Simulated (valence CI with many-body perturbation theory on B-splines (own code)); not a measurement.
## E1 transitions of Sr⁶⁺

Calculated by configuration interaction combined with many-body perturbation theory (CI+MBPT): four valence electrons over a frozen Dirac-Fock core [Ar] 3d10, a basis of 11 s, 11 p, 10 d, 8 f, 5 g, 2 h functions for each j, with the one-electron correlation potential Σ1, the two-electron term Σ2, the three-electron term Σ3, Breit, model QED; selected CI, second order for the rest (own B-spline code, finite nucleus).

Set against measurement, 13 paired levels are off by 110 cm⁻¹ on average, the worst by 272. These come from a selection out of Sansonetti, J. Phys. Chem. Ref. Data 41, 013102 (2012). Levels without a partner in it may be off by more. Among the levels kept, up to 910 cm⁻¹ of a level comes from second order outside the variational space, and about a tenth of that is noise between levels of different J, which matters for small intervals.

Lines 351 to 400 of 569 in falling wavelength, among levels below 598780 cm⁻¹, chosen from the strongest by gf and those to the six lowest levels. Wavelengths and rates use the calculated energies, so an error of 100 cm⁻¹ moves a line at 38.38 nm by 0.038 % and its rate by three times that or more. Electric multipoles are in the length gauge, E1 and E2 with the static RPA response of the core. Weak lines are less certain than strong ones. Lines between different terms over intervals too small for the method are left out, as are lines whose strength nearly cancels. Where a level lies close to another of its J and parity, the split of strength between their lines is uncertain. The highest levels of a list are the least certain.

Names give the largest LS component (configuration and term), which can be under half, so a name can repeat, a term be missing and a line seem to break the LS rules; names also repeat where a configuration has a term twice. Letters in brackets count levels of one name in rising energy.

```tsv
λ vac (nm)	Upper	Lower	A (s⁻¹)	S (a.u.)
38.38	4s4p²4d ³D_1 [c]	4s4p³ ¹D°_2	6.56e+09	5.49e-01
38.18	4s4p²4d ⁵D_1	4s4p³ ⁵S°_2	2.83e+08	2.34e-02
38.07	4s4p²4d ⁵D_2	4s4p³ ⁵S°_2	8.11e+08	1.10e-01
37.99	4s²4d² ³F_2	4s²4p4d ³D°_2	7.78e+09	1.05e+00
37.96	4s4p²4d ³P_0 [a]	4s4p³ ³D°_1	1.68e+10	4.54e-01
37.90	4s4p²4d ⁵D_3	4s4p³ ⁵S°_2	1.25e+09	2.35e-01
37.88	4s²4d² ³F_3	4s²4p4d ³D°_2	4.72e+10	8.86e+00
37.82	4s²4d² ³F_3	4s²4p4d ³D°_3	6.85e+09	1.28e+00
37.82	4s²4p4d ³P°_1 [b]	4s²4p² ¹D_2	2.16e+09	1.73e-01
37.82	4s4p²4d ¹D_2 [b]	4s²4p4d ³P°_2	1.17e+10	1.56e+00
37.75	4s²4d² ³F_2	4s²4p4d ³P°_1 [b]	3.05e+10	4.05e+00
37.74	4s²4p4f ³F_2 [a]	4s4p³ ³P°_1	2.09e+09	2.77e-01
37.70	4s²4d² ³F_4	4s²4p4d ³D°_3	7.07e+10	1.68e+01
37.65	4s²4p4f ¹F_3	4s4p³ ¹D°_2	3.58e+10	6.60e+00
37.63	4s²4p4d ³D°_3	4s²4p² ¹D_2	3.06e+09	5.63e-01
37.57	4s²4p4d ³D°_2	4s²4p² ¹D_2	8.56e+09	1.12e+00
37.56	4s4p²4d ³D_1 [b]	4s4p³ ³P°_0	7.80e+09	6.12e-01
37.56	4s4p²4d ³P_2 [d]	4s4p³ ¹P°_1	3.50e+10	4.57e+00
37.53	4s4p²4d ¹S_0	4s4p³ ³S°_1	2.85e+10	7.44e-01
37.47	4s²4p4d ³P°_2	4s²4p² ³P_2	1.35e+10	1.75e+00
37.37	4s4p²4d ³P_1 [c]	4s4p³ ¹P°_1	3.64e+10	2.81e+00
37.34	4s4p²4d ³D_2 [b]	4s4p³ ³P°_1	1.05e+10	1.35e+00
37.32	4s²4p4f ³F_2 [b]	4s4p³ ³S°_1	3.75e+09	4.81e-01
37.28	4s²4p4f ¹D_2	4s4p³ ¹D°_2	3.31e+10	4.24e+00
37.27	4s4p²4d ³P_0 [c]	4s4p³ ¹P°_1	3.04e+10	7.78e-01
37.23	4s4p²4d ³D_3 [d]	4s4p³ ¹D°_2	2.01e+09	3.59e-01
37.12	4s²4d² ¹S_0	4s²4p4d ¹P°_1	6.33e+10	1.60e+00
37.08	4s²4p4d ¹P°_1	4s²4p² ¹S_0	4.09e+10	3.09e+00
37.08	4s4p²4d ¹P_1 [a]	4s4p³ ³P°_2	5.27e+09	3.98e-01
37.06	4s²4d² ³F_2	4s²4p4d ¹D°_2	3.64e+09	4.57e-01
37.02	4s4p²4d ³P_0 [b]	4s4p³ ³P°_1	2.84e+10	7.13e-01
36.98	4s4p²4d ³D_3 [b]	4s4p³ ³P°_2	1.27e+10	2.21e+00
36.95	4s²4d² ³F_3	4s²4p4d ¹D°_2	1.16e+10	2.03e+00
36.94	4s4p²4d ³P_1 [b]	4s4p³ ³P°_2	4.66e+09	3.48e-01
36.88	4s4p²4d ¹F_3 [a]	4s4p³ ³D°_3	8.07e+09	1.40e+00
36.85	4s²4d² ³P_2	4s²4p4d ³D°_2	2.10e+10	2.60e+00
36.81	4s4p²4d ³P_1 [b]	4s4p³ ³P°_1	1.34e+10	9.86e-01
36.80	4s²4d² ³P_2	4s²4p4d ³D°_3	1.63e+10	2.00e+00
36.72	4s²4p4d ³P°_1 [a]	4s²4p² ³P_2	2.93e+09	2.15e-01
36.72	4s²4d² ³P_1	4s²4p4d ³P°_1 [b]	1.73e+10	1.27e+00
36.70	4s4p²4d ³P_1 [b]	4s4p³ ³P°_0	1.28e+10	9.40e-01
36.69	4s4p²4d ¹P_1 [b]	4s4p³ ³S°_1	3.65e+10	2.67e+00
36.69	4s²4p4d ³P°_2	4s²4p² ³P_1	1.42e+10	1.73e+00
36.69	4s4p²4d ³D_2 [a]	4s4p³ ³D°_3	7.37e+09	8.98e-01
36.64	4s²4d² ³F_2	4s²4p4d ³P°_1 [a]	2.79e+10	3.38e+00
36.62	4s²4d² ³P_2	4s²4p4d ³P°_1 [b]	8.66e+09	1.05e+00
36.57	4s4p²4d ³P_2 [b]	4s4p³ ³P°_2	2.68e+10	3.24e+00
36.55	4s4p²4d ¹F_3 [a]	4s4p³ ³D°_2	1.33e+09	2.25e-01
36.47	4s4p²4d ³P_2 [c]	4s4p³ ³S°_1	4.18e+10	5.01e+00
36.44	4s4p²4d ³P_2 [b]	4s4p³ ³P°_1	6.50e+09	7.76e-01
```
